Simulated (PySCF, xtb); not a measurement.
C3H2F3, SMILES C=C(F)[C](F)F, multiplicity 2. Other conformers were not sampled.

Harmonic wavenumbers (cm⁻¹) from xtb with GFN2-xTB at its own minimum, in rising order: 132, 180, 271, 339, 455, 483, 507, 567, 746, 771, 914, 1127, 1240, 1322, 1466, 1521, 3152, 3202.

**Question.** What does B3LYP-D3(BJ)/def2-SVP run with PySCF give at its own minimum? (The exact figures need the calculation; the answer reports its results.)

**Answer.** 135, 219, 225, 376, 482, 512, 561, 585, 705, 787, 936, 1192, 1353, 1385, 1499, 1584, 3183, 3300. Paired by order, the mean absolute difference is 44 cm⁻¹ and the zero-point energies are 26.3 and 27.2 kcal/mol.
